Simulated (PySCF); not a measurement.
C5H9O, charge +2, doublet, geometry from GFN2-xTB of the parent state (a state made from the parent by changing its charge; the spin is typed, not shown lowest); R2SCAN/3-21G run with PySCF.

The PySCF input:
```python
from pyscf import gto, scf, dft

mol = gto.M(
    atom='''
C    -1.43137218    1.51114528    0.66582793
C    -0.61008007    0.25541855    0.38791818
C    -1.37077313   -0.70046081   -0.52438665
C     0.73765026    0.65344583   -0.25111445
C     1.72487285   -0.44051030   -0.35919385
O     1.73902799   -1.57162674    0.01451142
H    -2.38147449    1.24444166    1.12306842
H    -0.90363448    2.18062534    1.34171183
H    -1.63580895    2.04503542   -0.26017168
H    -0.39969186   -0.25246811    1.33493460
H    -1.59512963   -0.22231892   -1.47636432
H    -2.30811202   -1.00034179   -0.06160407
H    -0.78391031   -1.59534713   -0.71535372
H     1.21810368    1.44074148    0.33692119
H     0.57564781    1.05841485   -1.25354047
''',
    basis='3-21g',
    charge=2,
    spin=1,
    verbose=4,
)

mf = dft.ROKS(mol)
mf.xc = 'r2scan'
mf.kernel()
```

Output, abridged:

```
PySCF version 2.14.0

[INPUT] verbose = 4
[INPUT] num. atoms = 15
[INPUT] num. electrons = 45
[INPUT] charge = 2
[INPUT] spin (= nelec alpha-beta = 2S) = 1
[INPUT] symmetry False subgroup None
[INPUT] Mole.unit = angstrom
[INPUT] Symbol           X                Y                Z      unit          X                Y                Z       unit  Magmom
[...]
nuclear repulsion = 231.604619092887
number of shells = 48
number of NR pGTOs = 117
number of NR cGTOs = 72
basis = 3-21g
ecp = {}

******** <class 'pyscf.dft.roks.ROKS'> ********
method = ROKS
initial guess = minao
damping factor = 0
level_shift factor = 0
DIIS = <class 'pyscf.scf.diis.CDIIS'>
diis_start_cycle = 1
diis_space = 8
diis_damp = 0
SCF conv_tol = 1e-09
SCF conv_tol_grad = None
SCF max_cycles = 50
direct_scf = True
direct_scf_tol = 1e-13
num. doubly occ = 22  num. singly occ = 1
XC library pyscf.dft.libxc version 7.1.2
    S. Lehtola, C. Steigemann, M. J. T. Oliveira, and M. A. L. Marques,  SoftwareX 7, 1–5 (2018)
XC functionals = r2scan
    J. W. Furness, A. D. Kaplan, J. Ning, J. P. Perdew, and J. Sun,  J. Phys. Chem. Lett. 11, 8208–8215 (2020)
    J. W. Furness, A. D. Kaplan, J. Ning, J. P. Perdew, and J. Sun,  J. Phys. Chem. Lett. 11, 9248–9248 (2020)
    J. W. Furness, A. D. Kaplan, J. Ning, J. P. Perdew, and J. Sun,  J. Phys. Chem. Lett. 11, 8208–8215 (2020)
    J. W. Furness, A. D. Kaplan, J. Ning, J. P. Perdew, and J. Sun,  J. Phys. Chem. Lett. 11, 9248–9248 (2020)
radial grids:
    Treutler-Ahlrichs [JCP 102, 346 (1995); DOI:10.1063/1.469408] (M4) radial grids

becke partition: Becke, JCP 88, 2547 (1988); DOI:10.1063/1.454033
pruning grids: <function nwchem_prune>
grids dens level: 3
symmetrized grids: False
atomic radii adjust function: <function treutler_atomic_radii_adjust>
small_rho_cutoff = 0
Set gradient conv threshold to 3.16228e-05
tot grids = 172944
init E= -269.723671162696
[...]
cycle= 1 E= -268.403142912339  delta_E= 1.32  |g|= 0.806  |ddm|= 2.51
[...]
cycle= 2 E= -266.690451287626  delta_E= 1.71  |g|= 2.82  |ddm|= 2.16
[...]
cycle= 3 E= -268.531366905853  delta_E= -1.84  |g|= 0.415  |ddm|= 1.38
[...]
cycle= 4 E= -268.580162255152  delta_E= -0.0488  |g|= 0.173  |ddm|= 0.874
[...]
cycle= 5 E= -268.561741236981  delta_E= 0.0184  |g|= 0.241  |ddm|= 0.765
[...]
cycle= 6 E= -268.590892222857  delta_E= -0.0292  |g|= 0.0737  |ddm|= 0.733
[...]
cycle= 7 E= -268.591528223641  delta_E= -0.000636  |g|= 0.0692  |ddm|= 0.663
[...]
[...]
[...]
cycle= 22 E= -268.591423158835  delta_E= 0.00113  |g|= 0.073  |ddm|= 0.122
[...]
cycle= 23 E= -268.589856298556  delta_E= 0.00157  |g|= 0.0868  |ddm|= 0.236
[...]
cycle= 24 E= -268.588147931132  delta_E= 0.00171  |g|=  0.1  |ddm|= 0.119
[...]
cycle= 25 E= -268.589084136727  delta_E= -0.000936  |g|= 0.0874  |ddm|= 0.119
[...]
cycle= 26 E= -268.589876541693  delta_E= -0.000792  |g|= 0.0811  |ddm|= 0.321
[...]
cycle= 27 E= -268.590950949849  delta_E= -0.00107  |g|= 0.0741  |ddm|= 0.576
[...]
cycle= 28 E= -268.592582736753  delta_E= -0.00163  |g|= 0.0575  |ddm|= 0.244
[...]
cycle= 29 E= -268.589083532584  delta_E= 0.0035  |g|= 0.0873  |ddm|= 0.756
[...]
cycle= 30 E= -268.584563215781  delta_E= 0.00452  |g|= 0.12  |ddm|= 0.367
[...]
cycle= 31 E= -268.592367263129  delta_E= -0.0078  |g|= 0.0504  |ddm|= 0.652
[...]
cycle= 32 E= -268.592397933297  delta_E= -3.07e-05  |g|= 0.0507  |ddm|= 0.0494
[...]
cycle= 33 E= -268.592170983367  delta_E= 0.000227  |g|= 0.0494  |ddm|= 0.0199
[...]
cycle= 34 E= -268.592436832799  delta_E= -0.000266  |g|= 0.0484  |ddm|= 0.126
[...]
cycle= 35 E= -268.592130084966  delta_E= 0.000307  |g|= 0.0503  |ddm|= 0.0217
[...]
cycle= 36 E= -268.592620452839  delta_E= -0.00049  |g|= 0.0451  |ddm|= 0.118
[...]
cycle= 37 E= -268.590093013219  delta_E= 0.00253  |g|= 0.0794  |ddm|= 0.769
[...]
cycle= 38 E= -268.590873182721  delta_E= -0.00078  |g|= 0.0697  |ddm|= 0.0309
[...]
cycle= 39 E= -268.58724562138  delta_E= 0.00363  |g|= 0.0975  |ddm|= 0.266
[...]
cycle= 40 E= -268.585478335277  delta_E= 0.00177  |g|= 0.111  |ddm|= 0.236
[...]
cycle= 41 E= -268.591459599253  delta_E= -0.00598  |g|= 0.0658  |ddm|= 0.454
[...]
cycle= 42 E= -268.588701752585  delta_E= 0.00276  |g|= 0.0891  |ddm|= 0.179
[...]
cycle= 43 E= -268.588340424804  delta_E= 0.000361  |g|= 0.0915  |ddm|= 0.0141
[...]
cycle= 44 E= -268.590204832988  delta_E= -0.00186  |g|= 0.0739  |ddm|= 0.0668
[...]
cycle= 45 E= -268.586008461809  delta_E= 0.0042  |g|= 0.108  |ddm|= 0.294
[...]
cycle= 46 E= -268.587249421135  delta_E= -0.00124  |g|= 0.0992  |ddm|= 0.557
[...]
cycle= 47 E= -268.587158144758  delta_E= 9.13e-05  |g|= 0.0942  |ddm|= 0.263
[...]
cycle= 48 E= -268.590859715704  delta_E= -0.0037  |g|= 0.0553  |ddm|= 0.515
[...]
cycle= 49 E= -268.588322786691  delta_E= 0.00254  |g|= 0.103  |ddm|= 0.783
[...]
cycle= 50 E= -268.588236870923  delta_E= 8.59e-05  |g|= 0.104  |ddm|= 0.0524
SCF not converged.
SCF energy = -268.588236870923
```

The run did not converge; its last values are not results.
